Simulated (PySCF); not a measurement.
A calculated (UHF, PySCF 2.14, cc-pVTZ-DK, scalar relativity by spin-free X2C-1e) atom or ion has these occupied shells.

| shell | electrons | orbital energy (eV) | rms radius, mean of both spins (bohr) |
| --- | --- | --- | --- |
| 1s α | 1 | -3255.0 | 0.0991 |
| 1s β | 1 | -3254.6 | 0.0991 |
| 2s α | 1 | -351.85 | 0.446 |
| 2s β | 1 | -351.46 | 0.446 |
| 2p α | 3 | -274.82 | 0.417 |
| 2p β | 3 | -274.13 | 0.417 |
| 3s α | 1 | -48.822 | 1.48 |
| 3s β | 1 | -45.007 | 1.48 |
| 3p α | 3 | -29.144 | 1.69 |
| 3p β | 2 | -27.617 | 1.69 |

Name the element and its charge.

Ar⁺ (argon, charge +1), in [Ne] 3s2 3p5, 2P determinant.
